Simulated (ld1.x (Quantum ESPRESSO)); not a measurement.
germanium (Ge): one change to an RRKJ potential, before and after

ld1.x (Quantum ESPRESSO) 7.5 input, shortened:

```
&input
   title='Ge', zed=32., rel=1, dft='PW91', iswitch=3,
   config='[Ar] 3d10 4s2 4p2'
 /
 &inputp
   pseudotype=2, tm=.false., rho0=0.005, lloc=0,
   nlcc=.true., rcore=1.00
 /
2
4P  2  1   2.00   0.00  2.25  2.25  0.0
4S  1  0   2.00   0.00  1.30  1.30  0.0
 &test
   configts(1)='4s2 4p2'
 /
```

Change: wave 4s (bound): rc 1.30 bohr becomes 4s (bound): rc 1.88 bohr.

Cutoffs: the cutoffs (Ry, on a coarse ladder) from which the occupation-weighted sum of valence levels, in a spherical-Bessel basis at the reference potential, stays within 10 and 1 mRy of its value at 400 Ry; they do not see the model core or the augmentation charge, which bear on the density cutoff. Errors are all-electron minus pseudo energies relative to the spin-unpolarised reference configuration.

Question: How do hardness, ghosts and transferability respond?

Answer: The potential gets softer (45 Ry and 140 Ry → 25 Ry and 40 Ry); the errors of the 7 common tests hardly move; neither file shows a bound ghost. A larger radius leaves more room for a smooth pseudo-wave, so fewer plane waves are needed.

```tsv
quantity	base	changed
cutoff, loose	45 Ry	25 Ry
cutoff, tight	140 Ry	40 Ry
loose cutoff by channel (10 mRy a level)	p 15 Ry, s 40 Ry	p 12 Ry, s 12 Ry
bound ghosts	none	none
error for 4s2 4p1, meV [ΔE 7.50 eV]	-5.6	-5.3
error for 4s2 4p0, meV [ΔE 23.03 eV]	-37	-38
error for 4s1 4p0, meV [ΔE 57.93 eV]	-238	-246
error for 4s2 4p1.5, meV [ΔE 2.83 eV]	-1.2	-1.1
error for 4s1 4p2, meV [ΔE 16.25 eV]	-37	-35
error for 4s0 4p4, meV [ΔE 16.25 eV]	-83	-74
error for 4s1 4p3, meV [ΔE 8.00 eV]	-19	-18
s: phases at 2.44 bohr within 0.05 rad from the reference energy up to (Ry; the scan ends near 5)	2.1	2.5
p: phases at 2.44 bohr within 0.05 rad from the reference energy up to (Ry; the scan ends near 5)	3.8	4.7
```
